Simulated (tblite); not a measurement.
Compound: C6H6F3OP.
Geometry (GFN2-xTB, Å), atoms numbered from 1 in this order:
```xyz
17
C6H6F3OP angstrom
O      3.2958   -0.1295    0.7216
P      1.8360   -0.0478    0.7722
C      1.1302    1.3348   -0.1490
C      0.0039    1.2250   -0.8361
C     -0.8710    0.0001   -0.8162
C     -1.8393    0.1261    0.3651
F     -2.5779    1.2416    0.2924
F     -1.2038    0.1588    1.5410
F     -2.7014   -0.8983    0.4187
C     -0.1342   -1.3053   -0.6768
C      0.9775   -1.4502    0.0272
H      1.3212    0.0588    2.0579
H      1.7419    2.2256   -0.1981
H     -0.3703    2.0481   -1.4302
H     -1.4998   -0.0220   -1.7132
H     -0.6010   -2.1509   -1.1644
H      1.4853   -2.4027    0.0972
```

All values are computed: GFN2-xTB (tblite) harmonic vibrations without scaling, gas phase. Errors from tens to a few hundred cm⁻¹ against measured bands are possible. Modes of hydrogen on phosphorus can be 10 to 20 % off. One conformer, not necessarily the lowest.

Harmonic wavenumbers (cm⁻¹): 53.2, 76.4, 132.4, 132.8, 247.7, 247.7, 300.9, 344.7, 376.1, 401.0, 460.1, 479.0, 482.0, 532.9, 601.6, 685.0, 714.9, 734.1, 780.1, 816.1, 860.7, 861.2, 909.9, 910.9, 939.1, 966.8, 1036.5, 1051.9, 1071.9, 1141.0, 1153.3, 1160.0, 1234.1, 1274.9, 1285.3, 1309.7, 1318.1, 1661.7, 1690.6, 2320.9, 2952.1, 3049.2, 3049.7, 3063.8, 3064.1.

A = 2062, B = 671.1, C = 626.8 MHz; mass 182.011 u (most abundant isotopes); point group Cs, symmetry number 1.

Problem. Zero-point energy?

Solution. Half the sum of the wavenumbers: 23968 cm⁻¹ = 68.53 kcal/mol.

Problem. What is S at 400 K and 1 bar for an ideal gas of classical rigid rotors and harmonic oscillators?

Solution. Translation 42.99, rotation 31.17, vibration 39.63: S = 113.8 cal/(mol K).

Problem. And Cp and H(400 K) − H(0)?

Solution. Cp = 51.14 cal/(mol K), of which vibrations give 43.20 (their classical limit is 45 R = 89.4); H(400 K) − H(0) = 11.76 kcal/mol without the zero-point energy, 8.59 from vibrations.

Problem. Which modes carry the vibrational entropy at 400 K?

Solution. 53.2 cm⁻¹: 5.28; 76.4 cm⁻¹: 4.56; 132.4 cm⁻¹: 3.48; 132.8 cm⁻¹: 3.47; 247.7 cm⁻¹: 2.28; 247.7 cm⁻¹: 2.28 cal/(mol K); the other 39 give 18.28 together.

Problem. What must be added to the electronic energy to get the Gibbs energy at 400 K and 1 bar?

Solution. ZPE + [H(400 K) − H(0)] − T·S = 68.53 + 11.76 − 45.52 = 34.77 kcal/mol.

Problem. Blend soft modes into free rotors: weight 1/[1 + (100 cm⁻¹/ν̃)⁴] for the oscillator and the rest for a rotor with moment μB/(μ + B), μ = h/(8π²ν), B = 10⁻⁴⁴ kg m². What vibrational entropy results?

Solution. 37.10 cal/(mol K) in place of 39.63, which changes −T·S at 400 K by +1.01 kcal/mol.

Hindered rotation and anharmonicity are outside this model. Other conformers, if any are populated, would add a mixing term that is left out.
